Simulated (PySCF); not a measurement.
**Static response to an electric field**

C₉H₁₅B.
Numbering: `[CH2:1]1[CH2:2][CH:3]1[B:4]([CH:5]1[CH2:6][CH2:7]1)[CH:8]1[CH2:9][CH2:10]1` (hydrogens: H11, H12 on C1; H13, H14 on C2; H15 on C3; H16 on C5; H17, H18 on C6; H19, H20 on C7; H21 on C8; H22, H23 on C9; H24, H25 on C10)

Geometry (PBE0-D3(BJ)/def2-SVP, Å), atoms numbered from 1 in this order:
```xyz
25
C9H15B angstrom
C      2.0875   -0.9339   -1.6895
C      2.3952   -1.4136   -0.3230
C      1.6085   -0.1222   -0.4961
B      0.0922   -0.0971   -0.1375
C     -0.7901   -1.3558   -0.3932
C     -2.2401   -1.1765   -0.8192
C     -1.9453   -1.6719    0.5445
C     -0.5413    1.1877    0.4757
C     -0.0272    2.5544    0.0494
C      0.2873    2.0587    1.4086
H      2.8986   -0.5083   -2.2861
H      1.3349   -1.4671   -2.2771
H      1.8601   -2.2871    0.0600
H      3.4219   -1.3252    0.0414
H      2.2006    0.7810   -0.3114
H     -0.3140   -2.2455   -0.8200
H     -2.6116   -0.1548   -0.9383
H     -2.6322   -1.8814   -1.5570
H     -2.1300   -2.7261    0.7665
H     -2.1095   -1.0026    1.3936
H     -1.6097    1.1754    0.7182
H      0.7722    2.5871   -0.6962
H     -0.7666    3.3527   -0.0556
H     -0.2306    2.5078    2.2600
H      1.3099    1.7389    1.6275
```

Level: B3LYP/def2-SVPD (PySCF), static field, nuclei fixed, core orbitals frozen in the response. The polarisability tensor in these axes (au):

```
x   122.27   1.61  -4.35
y     1.61 120.57   7.23
z    -4.35   7.23 103.43
```

Question: What are the eigenvalues, a third of the trace, and Δα (Δα² = ½Σ(αi − αj)² over the three pairs)?

Answer: Principal values 99.83, 123.20 and 123.24 au; mean 115.42 au = 17.10 Å³ = 19.03 × 10⁻⁴⁰ C²·m²/J; Δα = 23.39 au (20 % of the mean).

Question: What is the dipole moment?

Answer: 0.00 D; point group C3h allows none.

Question: Find the Langevin capture rate constant for NH4+ (18.034 u) meeting this molecule (134.127 u), k = 2.342 × 10⁻⁹ cm³/s × √(α in Å³ / reduced mass in u).

Answer: The reduced mass is 15.90 u, so k = 2.43 × 10⁻⁹ cm³/s.

Question: In TDDFT the mean static polarisability is Σ f/ω² over all singlet excitations (ω in hartree). How much of it do the 10 lowest give? Their energies (eV) and oscillator strengths: 6.14, 0.0000; 6.14, 0.0000; 6.63, 0.2648; 6.63, 0.2650; 6.90, 0.0018; 7.49, 0.0030; 7.49, 0.0031; 7.50, 0.0000; 7.50, 0.0000; 7.54, 0.0000.

Answer: They add up to 9.03 au, 7.8 % of the 115.42 au; the largest single term is 4.46 au, from the state at 6.63 eV. Terms in order: 0.00, 0.00, 4.46, 4.46, 0.03, 0.04, 0.04, 0.00, 0.00, 0.00 au. Higher excitations give the rest. The strengths listed sum to 0.538.

Question: Molar refractivity from α?

Answer: Lorentz–Lorenz: R = (4π/3)N_A α = 2.5225 cm³/(mol·Å³) × 17.10 Å³ = 43.1 cm³/mol, in the limit of long wavelengths.

Question: What are the principal values of the traceless quadrupole moment, Θ = ½Σq(3rr − r²1), about the centre of nuclear charge?

Answer: -1.75, 0.87, 0.88 D·Å. With no charge and no dipole, the values don't depend on the origin. The electronic extent ⟨r²⟩ about the same centre is 1705 bohr², a root-mean-square distance of 2.54 Å for the 74 electrons.

Isolated species at its PBE0-D3(BJ)/def2-SVP geometry (one conformer only).
